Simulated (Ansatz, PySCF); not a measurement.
Species: CH$_{4}$NO (charge +1, singlet). SMILES: NC=[OH+]
Geometry: optimised at B3LYP-D3(BJ)/def2-TZVP (Ansatz, a first-principles code).

Wanted: vertical triplet-singlet gap, E(triplet) - E(singlet), in eV. Set-up: frozen cores in correlated levels; 6-31G* and kin with 6d, 5d where marked; non-relativistic; 6-311+G** with 5d; each state is the SCF solution reached for its charge and spin; UHF or UKS for open shells; spin-orbit terms left out; dispersion terms only where a functional's name holds one. Ab initio and DFT rows: single points at B3LYP-D3(BJ) geometries (Ansatz). Levels can end on unlike triplets.

| level | program | vertical triplet-singlet gap, E(triplet) - E(singlet) (eV) |
|---|---|---|
| HF/6-31G* | Ansatz | 5.32 |
| HF/6-311+G** | Ansatz | 5.24 |
| PBE/6-31G* | Ansatz | 5.82 |
| PBE/6-311+G** | Ansatz | 5.77 |
| B3LYP/STO-3G | Ansatz | 5.61 |
| B3LYP/3-21G | Ansatz | 5.85 |
| B3LYP/6-31G* | Ansatz | 5.83 |
| M06-2X/6-31G* (5d) | PySCF | 6.18 |
| MP2/6-311+G** | Ansatz | 6.35 |
| B3LYP/def2-TZVPD | Ansatz | 5.75 |
| M06-2X/def2-TZVPD | PySCF | 6.10 |

No value to compare with is used here. The 9 habitual levels span 5.24 (HF/6-311+G**) to 6.35 eV (MP2/6-311+G**); B3LYP/def2-TZVPD gives 5.75.

The levels are drawn from those run, B3LYP/6-31G* more often than the rest, none by its result; left out are runs that failed, that the program found above a lower state of the same kind, or whose <S^2> lies over 0.5 above the pure value.
